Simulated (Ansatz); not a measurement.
Program: Ansatz. Geometries: PBE0-D4/def2-TZVP. ΔE: electronic, gas phase. CBS: MP2 limit from def2 TZ/QZ plus the TZ coupled-cluster correction, frozen cores. This one scheme is used for every species. DFT in def2-TZVPP. B3LYP here is the variant with VWN-RPA as its local correlation; programs differ in this. One conformer a species, not always the lowest.

Reaction (cleavage of the Si–Si bond): `O[SiH]([SiH3])[SiH3]` + `BO` → `BO[SiH](O)[SiH3]` + SiH₄

Question: Is it downhill or uphill in electronic energy at CCSD(T)/CBS, and by how much? (An estimate is asked.)

Answer: Computed: Downhill: ΔE = -105.6 kJ/mol.

Question: What do these levels give: ωB97M-V, PBE, r2SCAN, PBE0, B3LYP, HF/def2-TZVPP, MP2/def2-TZVPP, HF/def2-QZVPP, MP2/def2-QZVPP, SCS-MP2/def2-QZVPP, HF/CBS(def2), CCSD/CBS(def2)? (Estimate.)

Answer: The calculation gave: ωB97M-V -108.7, PBE -78.8, r2SCAN -98.6, PBE0 -87.0, B3LYP -104.1, HF/def2-TZVPP -129.2, MP2/def2-TZVPP -112.2, HF/def2-QZVPP -131.1, MP2/def2-QZVPP -112.3, SCS-MP2/def2-QZVPP -116.0, HF/CBS(def2) -131.4, CCSD/CBS(def2) -108.5 kJ/mol.

Largest T1 diagnostic among the species: 0.014.

In def2-TZVPP, CCSD(T) changes the Hartree–Fock value by +22.6 kJ/mol (the triples alone add +2.9 kJ/mol) and MP2 by +16.9 kJ/mol. From PBE to PBE0 (25 % exact exchange), in def2-TZVPP and without D4, ΔE moves by −8.2 kJ/mol.
